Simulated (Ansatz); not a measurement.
A geometry relaxed with B3LYP-D3(BJ)/def2-TZVP (Ansatz, a quantum-chemistry and plane-wave program), charge 0, multiplicity 1:

```xyz
8

H     -1.7859     0.0390    -1.4034
H     -1.8045    -1.1118     0.8156
H      1.6610    -1.3792    -0.7055
Ge    -1.2155     0.0715     0.0262
H      1.7856    -0.0433     1.4036
Ge     1.2155    -0.0715    -0.0262
H     -1.6610     1.3812     0.7017
H      1.8047     1.1141    -0.8119
```

Q: Write the SMILES of this molecule.

A: `[GeH3][GeH3]`
